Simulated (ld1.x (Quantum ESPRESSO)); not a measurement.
What one change does to a pseudopotential (fluorine (F), TM)

- Element: F
- Generator: ld1.x (Quantum ESPRESSO) 7.5
- Type: norm-conserving Troullier–Martins (Kleinman–Bylander form)
- Functional: PBEsol
- Relativity: scalar-relativistic
- Frozen core: [He]
- Valence charge: 7
- Reference configuration: 2s2 2p4 (charge +1)
- Partial waves: 2s (bound): rc 0.50 bohr; 3d channel at -0.05 Ry: rc 0.85 bohr; 2p (bound): rc 0.80 bohr
- Local potential: the p channel
- Core correction: none

Change: wave 2p (bound): rc 0.80 bohr becomes 2p (bound): rc 0.88 bohr.

Cutoffs: the cutoffs (Ry, on a coarse ladder) from which the occupation-weighted sum of valence levels, in a spherical-Bessel basis at the reference potential, stays within 10 and 1 mRy of its value at 400 Ry; they do not see the model core or the augmentation charge, which bear on the density cutoff. Errors are all-electron minus pseudo energies relative to the spin-unpolarised reference configuration.

What does the change do?

Of the 7 tests that both files solve, the error grows in 2 and shrinks in 1 by more than 15 % and 0.3 meV (median size 33.6 → 37.9 meV); neither file shows a bound ghost.

```tsv
quantity	base	changed
bound ghosts	none	none
error for 2s2 2p5, meV [ΔE -19.32 eV]	+2.9	+1.9
error for 2s2 2p3, meV [ΔE 38.28 eV]	+7.5	+8.1
error for 2s2 2p2, meV [ΔE 98.77 eV]	+76	+87
error for 2s2 2p4.5, meV [ΔE -11.81 eV]	+1.5	+1.3
error for 2s1 2p6, meV [ΔE -0.62 eV]	+43	+50
error for 2s1 2p5, meV [ΔE 18.99 eV]	+34	+38
error for 2s2 2p1, meV [ΔE 184.36 eV]	+325	+382
s: phases at 0.95 bohr within 0.05 rad from the reference energy up to (Ry; the scan ends near 5)	to the end of the scan	to the end of the scan
p: phases at 0.95 bohr within 0.05 rad from the reference energy up to (Ry; the scan ends near 5)	to the end of the scan	to the end of the scan
d: phases at 0.95 bohr within 0.05 rad from the reference energy up to (Ry; the scan ends near 5)	to the end of the scan	to the end of the scan
```
